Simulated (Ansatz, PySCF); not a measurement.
Species: C₂H₉Si₂ (charge 0, doublet). SMILES: C[SiH](C)[SiH2]
Geometry from a B3LYP-D3(BJ)/def2-TZVP (Ansatz, an electronic-structure program) optimisation:
```xyz
13

C      1.8717    -0.7089     0.2315
Si     0.1926    -0.2861    -0.5025
C     -0.9998    -1.7296    -0.2898
Si    -0.6131     1.6682     0.4984
H      1.7925    -0.8838     1.3065
H      2.2741    -1.6147    -0.2276
H      2.5881     0.0986     0.0735
H      0.3431     0.0011    -1.9540
H     -1.9758    -1.5036    -0.7216
H     -0.6072    -2.6219    -0.7845
H     -1.1436    -1.9623     0.7670
H     -0.7064     1.6029     1.9830
H     -1.9098     2.1653    -0.0351
```
Charge 0, spin multiplicity 2.

Property: size of the dipole moment, in D. Conventions: LANL2DZ with its own core potentials from Na on; spin-orbit terms left out; 6-311+G** with 5d, 6d on Na to Ar in Ansatz; no dispersion term unless named; open shells spin-unrestricted; non-relativistic; 6-31G* and kin with 6d, 5d where marked. First-principles rows: single points at B3LYP-D3(BJ) geometries (Ansatz).

```tsv
level	program	size of the dipole moment (D)
SVWN5/6-31G*	Ansatz	1.50
BP86/6-31G* (5d)	PySCF	1.44
B3LYP/3-21G	Ansatz	1.26
B3LYP/LANL2DZ	Ansatz	1.13
B3LYP/6-31G**	Ansatz	1.31
B3LYP/def2-SVP	Ansatz	1.20
B3LYP/cc-pVDZ	Ansatz	1.25
B3LYP/6-311+G**	Ansatz	1.14
PBE0/6-311+G**	Ansatz	1.16
```

No value to compare with is used here. The 9 habitual levels span 1.13 (B3LYP/LANL2DZ) to 1.50 D (SVWN5/6-31G*).

The levels are drawn from those run, B3LYP/6-31G* more often than the rest, none by its result; left out are runs that failed, that the program found above a lower state of the same kind, or whose <S^2> lies over 0.5 above the pure value.
